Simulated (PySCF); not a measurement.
**ScH2: fields on a plane**

Level of theory: UPBE0 in PySCF with Sc def2-TZVP, H def2-TZVP; no relativity; density-fitted integrals.

The doublet minimum has Sc–H 1.822 Å (×2); H–Sc–H 120.4°.

The plane holds Sc1 at (0.00, 0.00), H2 at (1.82, 0.00), H3 at (-0.92, 1.57) Å. Columns run from x = -2.85 to 4.05 Å, rows from y = 3.75 (top) to -1.95 Å, in steps of 0.3 Å. Other isomers or separated fragments may lie lower.

Task: Give the highest occupied orbital (Å^-3/2) at -4.78 eV (cut at ±0.3; overall sign arbitrary). Every second row and column.

Result: 
```
 0.00  0.00  0.00  0.00  0.00  0.01  0.01  0.01  0.00  0.00  0.00  0.00
 0.00  0.00  0.00  0.00  0.00  0.01  0.01  0.01  0.01  0.01  0.00  0.00
 0.00  0.00  0.00  0.00  0.00  0.01  0.01  0.01  0.01  0.01  0.00  0.00
 0.00  0.00 -0.01 -0.03 -0.01  0.01  0.02  0.01  0.01  0.01  0.01  0.00
 0.00  0.00 -0.02 -0.07 -0.06  0.00  0.03  0.02  0.01  0.00  0.00  0.00
 0.01  0.00 -0.02 -0.11 -0.26 -0.09 -0.01 -0.01 -0.01  0.00  0.00  0.00
 0.01  0.02  0.00 -0.15 -0.30 -0.15 -0.27 -0.08 -0.06 -0.01  0.00  0.00
 0.02  0.04  0.05  0.00 -0.20 -0.30 -0.30 -0.09 -0.04 -0.01  0.00  0.00
 0.02  0.04  0.08  0.10  0.08 -0.03 -0.06 -0.03 -0.01  0.00  0.00  0.00
 0.02  0.04  0.07  0.10  0.10  0.07  0.03  0.01  0.00  0.00  0.00  0.00
```

Task: Give the electron density (e/Å³) (cut at 5 e/Å³). Lower edges of the bins (e/Å³): '_' 0.000, '.' 0.030, ':' 0.076, '-' 0.151, '=' 0.268, '+' 0.455, '*' 0.750, '#' 1.218, '%' 1.960, '@' 3.136; top 5.00, each point printed twice.

Result: 
```
________________________________________________
________________________________________________
________________________________________________
________________________________________________
__________..........____________________________
________..::----::....__________________________
______..::==++++==::..__________________________
______..--++####++--::..________________________
______..--++****++==::..______..________________
______..::==++++++==--::......::....____________
______..::--==++**##**++--::------::..__________
________..::--**%%@@@@%%++====++++--::..________
__________..--##@@@@@@@@##++++####==::..________
__________..--##@@@@@@@@##++++####==::..________
__________..::++%%@@@@%%**====++++--::..________
____________..--++####++----------::..__________
______________..::----::::..::::....____________
________________........____....________________
________________________________________________
________________________________________________
```

With open d or f shells other occupations or spin states may lie lower.
